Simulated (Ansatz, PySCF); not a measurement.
CH6AlClO2Si (SMILES [OH][Al]([OH])[CH2][SiH2]Cl), singlet, geometry from GFN2-xTB (such geometries of metal compounds can be far from the true shape). Base run: CASSCF(2,3)/STO-3G (PySCF).

The PySCF input:
```python
from pyscf import gto, scf, mcscf
import numpy

mol = gto.M(
    atom='''
Si    1.259172   -0.222448    0.528001
Cl    3.105194    0.085319   -0.266813
C    -0.032274    0.302387   -0.747838
Al   -1.909985    0.055223   -0.102451
O    -3.147817    0.468556   -1.103282
O    -2.082530   -0.556638    1.415017
H     1.202415    0.587655    1.745755
H     1.186212   -1.650307    0.841540
H     0.090548   -0.261413   -1.674805
H     0.102218    1.350277   -1.023626
H    -3.846668    0.711213   -1.691344
H    -2.285210   -0.901138    2.271297
''',
    basis='sto-3g',
    charge=0,
    spin=0,
    verbose=4,
)

mf = scf.RHF(mol)
mf.kernel()
mc = mcscf.CASSCF(mf, 3, 2)
mc.fix_spin_(ss=0.0)
mc.kernel()
occ = numpy.linalg.eigvalsh(mc.fcisolver.make_rdm1(mc.ci, mc.ncas, mc.nelecas))[::-1]
ss = mc.fcisolver.spin_square(mc.ci, mc.ncas, mc.nelecas)[0]
print('natural occupations', occ.round(4), ' <S^2>', round(ss, 4))
```

Programs used: Ansatz (an electronic-structure program), PySCF; a row that names a program was run with it.

Variants of this job, named by their change:

```csv
change,ΔE vs base (kcal/mol),natural occupations,<S^2> of the state,outcome
base,0.000,1.98 0.02 0.00,0.00,converged
orbitals = fixed (CASCI); correction = SC-NEVPT2,-109.3,2.00 0.00 0.00,0.00,converged
solver = newton,0.000,1.98 0.02 0.00,0.00,converged
start = MP2 natural orbitals,-0.014,1.98 0.02 0.00,0.00,converged
correction = SC-NEVPT2,-111.0,1.98 0.02 0.00,0.00,converged
"code = ansatz; correction = SC-NEVPT2, all electrons",-111.4,-,-,converged
"active space = 10 electrons, 9 orbitals",-,-,-,not converged
"active space = 10 electrons, 8 orbitals",-,-,-,not converged
fix_spin_ = off,0.000,1.98 0.02 0.00,0.00,converged
orbitals = fixed (CASCI),8.18,2.00 0.00 0.00,0.00,converged
"active space = 8 electrons, 8 orbitals",-,-,-,not converged
```

Active orbitals are taken around the Fermi level unless the row says otherwise; CASSCF can end in different local minima, and two programs can end on different orbitals. State-averaged rows give the lowest state.
